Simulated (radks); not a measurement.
Q: The silver ion Ag11+, 36 electrons, occupied as [Ar] 3d10 4s1 4p6 4d(3/2: 1, 5/2: 0) (not the ground configuration). Method: Dirac Kohn-Sham, relativistic LDA (MacDonald-Vosko exchange, VWN5 correlation), spin-unpolarised, spherical densities, finite nucleus; Fermi nuclear charge, rms radius 4.5454 fm; computed with a radial shooting solver on a logarithmic mesh with Libxc functionals. Some entries of the table are withheld. Estimate them.

orbital  occ.  eigenvalue (eV)  r(max) (bohr)  <r^2> (bohr^2)
1s1/2       2        -25407.94            (1)             (2)
2s1/2       2        -3947.112         0.1145         0.02152
2p1/2       2              (3)            (4)         0.01605
2p3/2       4              (5)            (6)         0.01737
3s1/2       2        -909.5446         0.3331          0.1551
3p1/2       2        -806.6947         0.3190          0.1500
3p3/2       4        -775.6747         0.3289          0.1588
3d3/2       4        -592.6886            (7)          0.1385
3d5/2       6        -586.3666            (8)          0.1411
4s1/2       1        -302.7511         0.7953          0.8062
4p1/2       2        -267.2877         0.8181          0.8719
4p3/2       4        -260.6525         0.8381          0.9114
4d3/2       1        -202.1507         0.8893           1.081
4d5/2       0        -200.9864         0.8954           1.094

A: 
(1) 1s1/2 r(max) (bohr): 0.02024
(2) 1s1/2 <r^2> (bohr^2): 0.001318
(3) 2p1/2 eigenvalue (eV): -3690.179
(4) 2p1/2 r(max) (bohr): 0.08835
(5) 2p3/2 eigenvalue (eV): -3516.377
(6) 2p3/2 r(max) (bohr): 0.09260
(7) 3d3/2 r(max) (bohr): 0.2706
(8) 3d5/2 r(max) (bohr): 0.2734
